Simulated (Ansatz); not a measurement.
## Ligand exchange: C5H12 + GeH2(CH3)I → C4H9I + GeH2(CH3)2

Species: C5H12 (neopentane) `CC(C)(C)C`, singlet; GeH2(CH3)I, singlet; C4H9I `CC(C)(C)I`, singlet; GeH2(CH3)2, singlet. The partners trade CH3 for I: C–CH3 and Ge–I bonds give way to C–I and Ge–CH3.

Shapes, held fixed at every level: PBE0-D4/def2-TZVP. Programs: Ansatz 0.2.0. Electronic energies: no zero-point or thermal term.

| level | kind | ΔE (kJ/mol) | less CCSD(T)/def2-TZVPP |
| --- | --- | --- | --- |
| HF/def2-SVP | Hartree–Fock | +125.7 | +33.3 |
| HF/def2-TZVPP | Hartree–Fock | +120.0 | +27.6 |
| PBE-D4/def2-TZVPP | GGA | +94.5 | +2.1 |
| PBE0-D4/def2-TZVPP | global hybrid | +102.6 | +10.2 |
| wB97M-V/def2-TZVPP | range-separated hybrid | +102.0 | +9.6 |
| B2PLYP/def2-TZVPP | double hybrid | +97.8 | +5.4 |
| MP2/def2-SVP | perturbation theory | +111.3 | +18.9 |
| CCSD(T)/def2-TZVPP | coupled cluster or CI | +92.4 | 0.0 |

The highest level, CCSD(T)/def2-TZVPP, gives ΔE = +92.4 kJ/mol; the levels span +92.4 to +125.7. The column of differences is taken from that level and isn't an error. No measured value is set beside it here. For atoms past krypton def2 sets carry core potentials with scalar relativity. Relativity is left out for Ge unless named. Correlated rows may include outer-core shells of Ge, I, which these sets cover unevenly.
